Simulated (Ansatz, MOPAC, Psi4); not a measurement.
Approach curve of the dimer H3N ··· F- (SMILES N and [F-]) (charge -1). Monomers: optimised at B3LYP-D3(BJ) (def2-TZVP), held rigid. Orientation: lowest of the rigid-body minima from ten starts at GFN2-xTB. R is the distance of the centres of mass, along which the second monomer moves.

Geometry at R = 2.65 Å (first 4 atoms: monomer A):
```
5

N     -0.0017    -0.0002     0.2791
H     -0.5994    -0.7272    -0.0972
H     -0.3293     0.8833    -0.0944
H      0.9304    -0.1559    -0.0874
F     -0.8216     2.2163    -0.9890
```

Computed with: MP2/aug-cc-pVTZ = MP2 on RHF/aug-cc-pVTZ, frozen core, counterpoise-corrected run with Ansatz (an electronic-structure program); RHF/aug-cc-pVQZ, counterpoise-corrected (Ansatz); AM1, restricted, heats of formation (MOPAC); wB97X-V/def2-TZVPD, counterpoise-corrected (Psi4); PBE0-D3(BJ)/def2-TZVPD, counterpoise-corrected (Psi4).

Interaction energies in kJ/mol (negative: bound); R is the distance of the centres of mass, d the H3···F5 distance.

| R / Å | d / Å | MP2/aug-cc-pVTZ | RHF/aug-cc-pVQZ | AM1 | wB97X-V/def2-TZVPD | PBE0-D3(BJ)/def2-TZVPD |
|---|---|---|---|---|---|---|
| 2.12 | 1.15 | 29.87 | 43.53 | 35.24 | 30.42 | 19.85 |
| 2.17 | 1.20 | 7.12 | 20.14 | 18.42 | 7.32 | -2.17 |
| 2.36 | 1.39 | -42.31 | -32.05 | -33.89 | -42.67 | -48.98 |
| 2.65 | 1.68 | -60.63 | -54.20 | -66.24 | -61.49 | -64.66 |
| 2.81 | 1.84 | -59.21 | -54.26 | -63.19 | -60.26 | -62.40 |
| 2.96 | 1.99 | -55.28 | -51.35 | -55.31 | -56.38 | -57.86 |
| 3.40 | 2.43 | -40.83 | -38.81 | -34.20 | -41.76 | -42.28 |
| 3.64 | 2.67 | -33.97 | -32.59 | -26.98 | -34.73 | -35.06 |
| 4.08 | 3.11 | -24.48 | -23.84 | -18.97 | -24.93 | -25.14 |
| 4.94 | 3.97 | -14.05 | -14.00 | -11.99 | -14.20 | -14.29 |
| 5.80 | 4.82 | -9.01 | -9.12 | -8.40 | -9.09 | -9.06 |
| 7.12 | 6.14 | -5.31 | -5.45 | -5.39 | -5.35 | -5.28 |

Lowest grid point: MP2/aug-cc-pVTZ -60.63 kJ/mol at R = 2.65 Å; RHF/aug-cc-pVQZ -54.26 kJ/mol at R = 2.81 Å; AM1 -66.24 kJ/mol at R = 2.65 Å; wB97X-V/def2-TZVPD -61.49 kJ/mol at R = 2.65 Å; PBE0-D3(BJ)/def2-TZVPD -64.66 kJ/mol at R = 2.65 Å.
